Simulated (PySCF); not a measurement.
**Polarisability and C₆ of W (tungsten, neutral)**

[Xe] 4f14 5d4 6s2, high-spin 5D determinant. Computed with PySCF 2.14 in ANO-RCC-VTZP (8s7p5d3f2g1h, 104 functions), with scalar relativity by spin-free X2C-1e. Coupled (time-dependent) response in atomic units; α is the mean over directions. The basis has no added diffuse functions, which lowers α and C₆.

| method | mean α (bohr³) | α xx, yy, zz | C₆ (like pair) | S(−4) |
| --- | --- | --- | --- | --- |
| UHF | 77.37 | 81.08, 81.08, 69.94 | 955.5 | 3195 |

S(−4) is the Cauchy moment in α(ω) = α(0) + S(−4) ω² + …

Reference α: 68 ± 15 bohr³ (recommended; Schwerdtfeger and Nagle, table of static dipole polarizabilities (2023 update)). Published C₆: 757.0 (Gould and Bucko (2016)).

Spin-orbit coupling is absent.

Hartree-Fock lies above the reference because it lacks correlation, which contracts the outer shell.

α(iu) at UHF:

| u (hartree) | α(iu) (bohr³) |
| --- | --- |
| 0 | 77.37 |
| 0.0500 | 71.07 |
| 0.100 | 59.77 |
| 0.200 | 39.19 |
| 0.300 | 26.32 |
| 0.500 | 14.61 |
| 0.750 | 9.159 |
| 1.00 | 6.630 |
| 1.50 | 4.148 |
| 2.00 | 2.895 |
| 3.00 | 1.665 |
| 5.00 | 0.7856 |

The components differ because the open shell of this determinant is not spherical; for a pure term their mean is the scalar polarisability.

Spin-orbit coupling, absent here, splits the open shell strongly.
